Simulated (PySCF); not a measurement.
C7H11BF2O2.
Atom-mapped SMILES: `[O:1]=[CH:2][O:3][C@H:4]1[CH2:5][CH2:6][C@@H:7]([B:8]([F:9])[F:10])[CH2:11][CH2:12]1`

Structure used (PBE0-D3(BJ)/def2-SVP), in Å, numbered top down from 1:
```
atom  x, y, z in Å
O1     3.5549    1.0091    0.5667
C2     2.8901    1.1308   -0.4223
O3     1.7762    0.4625   -0.7013
C4     1.3214   -0.5025    0.2695
C5     0.5243    0.2009    1.3603
C6    -0.7452    0.8422    0.8138
C7    -1.6083   -0.1772    0.0431
B8    -2.8964    0.5312   -0.4879
F9    -3.1368    0.7073   -1.7759
F10   -3.8011    1.0171    0.3460
C11   -0.7947   -0.8780   -1.0473
C12    0.4758   -1.5089   -0.4892
H13    3.1204    1.8230   -1.2601
H14    2.2122   -0.9768    0.7082
H15    1.1661    0.9426    1.8595
H16    0.2627   -0.5537    2.1218
H17   -1.3254    1.2888    1.6361
H18   -0.4665    1.6709    0.1395
H19   -1.9498   -0.9324    0.7794
H20   -1.4054   -1.6472   -1.5459
H21   -0.5226   -0.1477   -1.8268
H22    0.2175   -2.3236    0.2086
H23    1.0776   -1.9556   -1.2959
```

NICS is the negative of the GIAO shielding at a point without a nucleus: at the ring centre (0) and 1 Å above and below it (1); zz is the component along the ring normal. Level: GIAO PBE/pcSseg-1 (PySCF, non-relativistic, gas phase) on the PBE0-D3(BJ)/def2-SVP geometry, one conformer.

Ring bond lengths (Å): C4–C5 1.523, C5–C6 1.524, C6–C7 1.542, C7–C11 1.530, C11–C12 1.524, C12–C4 1.518.

Give the NICS values of each ring in ppm.

```csv
ring,type,NICS(0),"NICS(1), two faces","NICS(1)zz, two faces",rms pucker (Å),"centre to ring atoms, mean (Å)"
C4–C5–C6–C7–C11–C12,6-membered carbocycle; formal bonds all single,-1.3,-1.8 / -1.8,3.0 / 3.3,0.23,1.48
```

What do they say, and how far can they be read as aromaticity?

- C4–C5–C6–C7–C11–C12: mean NICS(1)zz 3.2 ppm, deshielded. C4, C5, C6, C7, C11, C12 have four or more neighbours; no verdict on aromaticity is drawn.

How shielded are the nuclei of the rings and their hydrogens (means over atoms taken as equivalent)?

```csv
atoms,environment,σ isotropic (ppm)
C4,sp3 carbon bound to oxygen,109.8
C5 (×2),ring CH2 carbon,146.2
C6 (×2),ring CH2 carbon,155.7
C7,sp3 carbon bound to boron,154.3
H14,methine hydrogen,26.15
H15 (×2),methylene hydrogen,29.16
H16 (×2),methylene hydrogen,29.85
H17 (×2),methylene hydrogen,29.71
H18 (×2),methylene hydrogen,29.47
H19,methine hydrogen,30.26
```

How do the values depend on the level or the medium?

| level | NICS(0), C4–C5–C6–C7–C11–C12 | mean NICS(1)zz, C4–C5–C6–C7–C11–C12 |
| --- | --- | --- |
| PBE/pcSseg-1, gas | -1.3 | 3.2 |
| PBE0/pcSseg-1, gas | -1.6 | 3.1 |
| PBE0/pcSseg-1, IEF-PCM cyclohexane | -1.6 | 3.1 |
| PBE0/pcSseg-1, IEF-PCM dimethylsulfoxide | -1.6 | 3.1 |

The geometry is the same throughout; the continuum's cavity takes Bondi-type radii × 1.2.
